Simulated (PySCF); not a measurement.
A PySCF script (with the pyscf-properties extension) for the NMR shieldings of SMILES CC(C)(C)C1=C[O][AlH2-][O+]=C1, C7H13AlO2, on a GFN2-xTB geometry:

```python
import basis_set_exchange as bse
import numpy as np
from pyscf import gto, dft
from pyscf.prop import nmr

atoms = """
C    -1.663171   -0.746298   -1.064014
C    -1.070939   -0.009783    0.145201
C    -1.419401   -0.760108    1.438345
C    -1.704724    1.382023    0.222006
C     0.444530    0.052765   -0.012639
C     1.149912    1.242090   -0.168965
O     2.409016    1.324406   -0.314770
Al    3.715733    0.072895   -0.375365
O     2.442007   -1.208871   -0.154167
C     1.185791   -1.130230   -0.024373
H    -2.745550   -0.797941   -0.975077
H    -1.279089   -1.759633   -1.137544
H    -1.416845   -0.221191   -1.983763
H    -1.087318   -1.793472    1.406128
H    -2.496429   -0.759057    1.587710
H    -0.954958   -0.275698    2.293876
H    -1.315682    1.942842    1.067977
H    -1.537107    1.945563   -0.692036
H    -2.778933    1.277645    0.355756
H     0.610459    2.194401   -0.172042
H     4.278054   -0.022407   -1.807444
H     4.573290    0.162261    0.903069
H     0.656601   -2.085219    0.086029
"""
names = dict.fromkeys(["C", "O", "Al", "H"], "pcSseg-1")
basis = {el: gto.basis.parse(bse.get_basis(n, elements=[el], fmt="nwchem")) for el, n in names.items()}
mol = gto.M(atom=atoms, basis=basis, charge=0, verbose=0)
mf = dft.RKS(mol, xc="PBE0")
mf.grids.level = 2
mf.grids.alignment = dft.numint.BLKSIZE   # the property module wants whole blocks of grid points
mf.conv_tol = 1e-9
mf.kernel()

calc = nmr.RKS(mf)   # GIAO
C = mf.mo_coeff
Co = C[:, mf.mo_occ > 0]
resp = mf.gen_response(singlet=True, hermi=2)
def vind(x):   # induced exchange potential for any number of trial vectors
    d = np.einsum("pi,xij,qj->xpq", C, 2 * x.reshape(-1, C.shape[1], Co.shape[1]), Co, optimize=True)
    return np.einsum("xpq,pi,qj->xij", resp(d - d.transpose(0, 2, 1)), C, Co, optimize=True).ravel()
mo1, _ = nmr.rhf.solve_mo1(calc, with_cphf=vind)
sigma = calc.kernel(mo1)
for i, s in enumerate(sigma):   # ppm
    print("%2d %-2s %9.2f" % (i, mol.atom_pure_symbol(i), np.trace(s) / 3))
```

Task: What are the results?

Result: 
```
 0 C     151.83
 1 C     154.51
 2 C     153.44
 3 C     157.02
 4 C      58.44
 5 C      -1.82
 6 O      37.72
 7 Al    437.93
 8 O      21.40
 9 C      -6.81
10 H      30.55
11 H      30.41
12 H      30.51
13 H      30.28
14 H      30.61
15 H      30.52
16 H      30.47
17 H      30.41
18 H      30.63
19 H      23.16
20 H      27.33
21 H      27.32
22 H      22.78
```

These numbers come from an equivalent density-fitted implementation of the same equations, which agrees with the script to about 0.01 ppm for H and up to a few tenths of a ppm for heavy atoms, so last digits may differ.

Size and cost of the density-fitted run: 242 basis functions, 2.2 min wall time on 1 thread of an Arm Neoverse N1, shared host; peak memory 1.1 GiB.
